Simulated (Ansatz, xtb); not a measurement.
## C4H3BrN2O: which of two isomers lies lower

We compare a, `O=Cn1ccc(Br)n1`, a singlet, with b, `O=Cc1cc(Br)[nH]n1`, a singlet. Both are isolated molecules in the gas phase, relaxed with B3LYP/def2-SVP; the shapes shown needn't be the lowest conformers.

a (Å):

```xyz
11

C     0.4688   -0.6330   -2.9704
C     1.4370   -0.7531   -0.6732
C     0.9550   -1.2242    0.5215
C    -0.3581   -1.6963    0.2021
Br   -1.5721   -2.4737    1.4079
N     0.4417   -0.9551   -1.6018
N    -0.6627   -1.5351   -1.0646
O     1.4136   -0.1201   -3.5030
H    -0.4870   -0.9183   -3.4595
H     2.3805   -0.2962   -0.9622
H     1.4478   -1.2396    1.4897
```

b (Å):

```yaml
atoms:
  - { symbol: C, position_ang: [-0.9087, 2.3526, 0.8964] }
  - { symbol: C, position_ang: [-0.0080, 1.1856, 0.9124] }
  - { symbol: C, position_ang: [0.0027, 0.1004, 1.8309] }
  - { symbol: C, position_ang: [1.0369, -0.6932, 1.3812] }
  - { symbol: Br, position_ang: [1.7260, -2.3138, 2.0183] }
  - { symbol: N, position_ang: [1.5627, -0.0779, 0.2791] }
  - { symbol: N, position_ang: [0.9440, 1.0596, -0.0198] }
  - { symbol: O, position_ang: [-1.7909, 2.5364, 1.7027] }
  - { symbol: H, position_ang: [-0.7033, 3.0665, 0.0597] }
  - { symbol: H, position_ang: [-0.6518, -0.0588, 2.6825] }
  - { symbol: H, position_ang: [2.3387, -0.4066, -0.2866] }
```

Quicker runs give these differences E(b) − E(a): GFN2-xTB +11.5 kcal/mol; HF/STO-3G +6.5 kcal/mol (at GFN2-xTB geometries); r2SCAN-D4/def2-SVP +4.7 kcal/mol (at GFN2-xTB geometries).

Question: Estimate E(b) − E(a) at the level CCSD(T)/def2-SVP + ΔMP2/def2-TZVPP.

Answer: Calculated at CCSD(T)/def2-SVP + ΔMP2/def2-TZVPP: E(b) − E(a) = +4.5 kcal/mol, so structure a lies lower.

The same difference at several levels:

| level | geometry | E(b) − E(a) (kcal/mol) | departure from the last row (kcal/mol) | job, with rough time for the two |
| --- | --- | --- | --- | --- |
| GFN2-xTB | GFN2-xTB | +11.5 | +7.0 | optimisation, 0.12 s |
| HF/STO-3G | GFN2-xTB | +6.5 | +1.9 | single point, 0.86 s |
| r2SCAN-D4/def2-SVP | GFN2-xTB | +4.7 | +0.1 | single point, 8.1 s |
| B3LYP/def2-SVP | B3LYP/def2-SVP | +4.8 | +0.3 | optimisation, 51 s |
| HF/def2-SVP | B3LYP/def2-SVP | +7.0 | +2.5 | part of the CCSD(T) run |
| MP2/def2-SVP | B3LYP/def2-SVP | +3.8 | −0.7 | part of the CCSD(T) run |
| CCSD(T)/def2-SVP | B3LYP/def2-SVP | +5.2 | +0.7 | single point |
| CCSD(T)/def2-SVP + ΔMP2/def2-TZVPP | B3LYP/def2-SVP | +4.5 |  | single point, 3.6 min |

As drawn, b has 1 C–C, 1 N–H in place of 1 C–N, 1 C–H.

The levels shown agree on the order. The largest departure from CCSD(T)/def2-SVP + ΔMP2/def2-TZVPP is that of GFN2-xTB, 7.0 kcal/mol. The last row adds to CCSD(T) the change of the MP2 difference between the two basis sets, here −0.7 kcal/mol.

With thermal terms from frequencies at re-optimised GFN2-xTB minima (ideal gas, soft modes damped towards free rotors, one conformer each, 298.15 K, 1 atm): on the last row, ΔE + ΔZPE = +4.5, ΔH = +4.6, ΔG = +4.3 kcal/mol.

The correlated steps freeze 16 core orbitals; the filled d shell of Br is correlated, in a basis made for valence electrons. Codes used: Ansatz 0.2.0, xtb 6.7.1; the last row on 2 threads of Arm Neoverse V2 on a shared host.
